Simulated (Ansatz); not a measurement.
Gas-phase electronic energies from Ansatz, PBE0-D4/def2-TZVP geometries. CCSD(T)/CBS is the MP2 limit (def2-TZVPP, def2-QZVPP) plus CCSD(T) − MP2 in def2-TZVPP, frozen cores. This one scheme is used for every species, atoms too. DFT in def2-TZVPP. B3LYP here is the variant with VWN-RPA as its local correlation; programs differ in this. No spin–orbit coupling; open shells (•) take unrestricted orbitals. Spin–orbit coupling would lower the free atoms: a little for F; clearly for Ge, Se. For Ge, Se outer-core shells are correlated without core-valence functions, so the limit isn't a true one: a few kJ/mol of doubt a bond, and 10 to 20 or more in all where bonds break to atoms. Scalar relativity is left out up to krypton. One conformer a species, not always the lowest.

`[F][Ge]([F])([F])[SeH]` → 3 F• + Ge• + H• + Se•  (atomization)

```tsv
level	ΔE (kJ/mol)	difference from CCSD(T)/CBS
LDA (SPW92)	2417.9	370.4
PBE-D4	2076.9	29.4
BLYP-D4	2020.0	-27.5
B97M-V	2038.3	-9.2
B3LYP-D4	1991.2	-56.3
r2SCAN0-D4	1964.6	-82.9
BLYP	1988.8	-58.7
r2SCAN	2041.3	-6.2
B3LYP	1967.5	-80.0
CAM-B3LYP	2006.2	-41.3
MP2/def2-SVP	1956.8	-90.7
CCSD/def2-SVP	1833.4	-214.1
CCSD(T)/def2-SVP	1861.8	-185.7
MP2/def2-QZVPP	2121.8	74.3
SCS-MP2/def2-QZVPP	2067.0	19.5
HF/CBS(def2)	1372.5	-675.0
CCSD(T)/CBS	2047.5	0
```

Largest T1 diagnostic among the species: 0.012.

From PBE to PBE0 (25 % exact exchange), in def2-TZVPP and without D4, ΔE moves by −79.6 kJ/mol: exact exchange takes away binding that semilocal exchange gives to molecules. Leaving LDA and LC-ωPBE aside and taking each functional with its dispersion term where it has one, the values, not all of them listed here, spread over 185.6 kJ/mol, from BHLYP-D4 to PBE-D4. LDA lies +355.5 kJ/mol from PBE without D4, its usual overbinding. The D4 term adds +23.7 kJ/mol with B3LYP and +12.3 kJ/mol with PBE0; it sums over pairs of atoms, weighted by their polarisabilities, and B3LYP, whose exchange is more repulsive, gets the larger term.

For atomizations the MP2-based limit and the directly extrapolated one differ by several kJ/mol either way, and by 10 to 25 for some Ge, Se and Sn compounds, so smaller differences from it don't rank the levels.
